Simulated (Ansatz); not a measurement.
Z-matrix (Å, degrees):
```
C
Se 1 2.020
Si 1 1.839 2 70.2
H 1 1.085 2 112.0 3 115.4
H 1 1.085 2 112.0 3 -115.4
H 3 1.479 1 118.7 2 -108.0
H 3 1.479 1 118.7 2 108.0
```

Charge 0, multiplicity 1.

Task: List the ωB97M-V/def2-TZVPP orbital energies in eV (Ansatz). (Best estimate.)

Result: Computed: Occupied: -12367.76, -1807.65, -1588.05, -1422.82, -1422.79, -1422.74, -282.19, -217.49, -160.46, -160.34, -160.16, -148.70, -102.85, -102.79, -102.78, -60.36, -60.35, -60.19, -60.10, -60.08, -24.12, -19.75, -17.22, -14.97, -13.48, -12.48, -10.71, -9.98, -8.77. Lowest empty: 1.20, 1.61, 2.52, 3.07, 3.48, 4.22, 4.32, 5.68.
